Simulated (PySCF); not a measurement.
Compound: MeSiCl2(SeBu), C₅H₁₂Cl₂SeSi.
Bonds: C1–C2, C2–C3, C3–C4, C4–Se5, Se5–Si6, Si6–C7, Si6–Cl8, Si6–Cl9. Hydrogens: H10, H11, H12 on C1; H13, H14 on C2; H15, H16 on C3; H17, H18 on C4; H19, H20, H21 on C7.

Level of theory: PySCF 2.14.0, PBE0-D3(BJ)/def2-SVP geometry optimisation, gas phase.

Question: What internal coordinates does the optimisation give?

Answer: 
```tsv
bond	length (Å)
C1–C2	1.520
C2–C3	1.521
C3–C4	1.517
C4–Se5	1.977
Se5–Si6	2.253
Si6–C7	1.855
Si6–Cl8, Si6–Cl9	2.075
C1–H10, C1–H11, C1–H12	1.101
C2–H13, C2–H14	1.104
C3–H15, C3–H16	1.105
C4–H17, C4–H18	1.100
C7–H19, C7–H20, C7–H21	1.100
```

Bonds in one row agree within 0.01 Å and their mean is given. A selection of angles:
```tsv
angle	degrees
C2–C1–H10	111.5
H10–C1–H11	107.6
C1–C2–C3	112.7
C1–C2–H13	110.1
C3–C2–H13	109.3
H13–C2–H14	106.0
C2–C3–C4	115.6
C2–C3–H15	109.6
C4–C3–H15	109.6
C4–C3–H16	106.7
H15–C3–H16	105.4
C3–C4–Se5	116.2
C3–C4–H17	111.4
Se5–C4–H17	106.3
Se5–C4–H18	102.6
H17–C4–H18	108.1
C4–Se5–Si6	98.9
Se5–Si6–C7	110.3
Se5–Si6–Cl8	112.3
Se5–Si6–Cl9	110.0
C7–Si6–Cl8	108.0
C7–Si6–Cl9	110.3
Cl8–Si6–Cl9	105.9
Si6–C7–H19	109.8
H19–C7–H20	108.4
H19–C7–H21	109.1
```

Dihedral angles: C1–C2–C3–C4 -179° (antiperiplanar); C2–C3–C4–Se5 57° (synclinal); C3–C4–Se5–Si6 59° (synclinal); C4–Se5–Si6–C7 163° (antiperiplanar). The mirror-image conformer, all signs reversed, is as good.

All 3 C–C bonds measure 1.517 to 1.521 Å. Of the pairs four or more bonds apart, Si6···H15 is among the closest relative to their van der Waals radii: 3.05 Å, 92 % of the sum of Bondi's values. Si6 (chlorine-bound silicon) is distorted tetrahedral (angles from 105.9° to 112.3°).

Point group: C1 (no symmetry element, even within 0.4 Å). Whether it is a minimum is left open (no frequencies). The numbers are those of one conformer.

Time: 4.2 min of wall time; peak memory 1.3 GiB. Hardware: one thread of an Arm Neoverse V1, shared host with 32 logical CPUs at a one-minute load of 23. This is the geometry optimisation.
